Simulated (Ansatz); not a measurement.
Reactions of Cl$_{2}$H$_{3}$NOSi, SMILES `N[Si](O)(Cl)Cl`.

Gas-phase electronic energies from Ansatz, PBE0-D4/def2-TZVP geometries. CCSD(T)/CBS is the MP2 limit (def2-TZVPP, def2-QZVPP) plus CCSD(T) − MP2 in def2-TZVPP, frozen cores. Small cases extrapolate CCSD(T) itself. Functionals use def2-TZVPP. B3LYP here is the variant with VWN-RPA as its local correlation; programs differ in this. No spin–orbit coupling; open shells (•) take unrestricted orbitals. Spin–orbit coupling would lower the free atoms: a little for Cl. Elements past krypton have def2 core potentials. For Br, Sn outer-core shells are correlated without core-valence functions, so the limit isn't a true one: a few kJ/mol of doubt a bond, and 10 to 20 or more in all where bonds break to atoms. Scalar relativity is left out up to krypton. One conformer a species, not always the lowest.

```tsv
reaction	CCSD(T)/CBS(def2) (kJ/mol)
`N[Si](O)(Cl)Cl` + `[OH]`• → `N[Si]([O])(Cl)Cl`• + H₂O	?
`N[Si](O)(Cl)Cl` → `Cl[Si]Cl` + `NO`	568
`N[Si](O)(Cl)Cl` + `[F][SnH2][SH]` → `N[Si](F)(Cl)Cl` + `[OH][SnH2][SH]`	-3
`N[Si](O)(Cl)Cl` + `N[SiH3]` → `N[SiH2][Si](N)(Cl)Cl` + H₂O	110
`N[Si](O)(Cl)Cl` + HBr → `N[Si](O)(Cl)Br` + HCl	5
`N[Si](O)(Cl)Cl` + silanol → `O[Si](Cl)(Cl)O[SiH3]` + NH₃	-64
`N[Si](O)(Cl)Cl` + Cl• → `N[Si]([O])(Cl)Cl`• + HCl	91
`N[Si](O)(Cl)Cl` + H₂ → `N[SiH](O)Cl` + HCl	?
`N[Si](O)(Cl)Cl` → Cl• + `N[Si](O)Cl`•	?
`N[Si](O)(Cl)Cl` + `[SiH3]`• → `N[Si]([O])(Cl)Cl`• + SiH₄	135
```

Task: Fill in the missing values. (An estimate is asked.)

Result: The calculation gave: `N[Si](O)(Cl)Cl` + `[OH]`• → `N[Si]([O])(Cl)Cl`• + H₂O: +11.9 kJ/mol; `N[Si](O)(Cl)Cl` + H₂ → `N[SiH](O)Cl` + HCl: +81.8 kJ/mol; `N[Si](O)(Cl)Cl` → Cl• + `N[Si](O)Cl`•: +491.1 kJ/mol.

Largest T1 diagnostic: 0.024, for `N[Si]([O])(Cl)Cl`•.

Extrapolated directly: `N[Si](O)(Cl)Cl` → `Cl[Si]Cl` + `NO`.
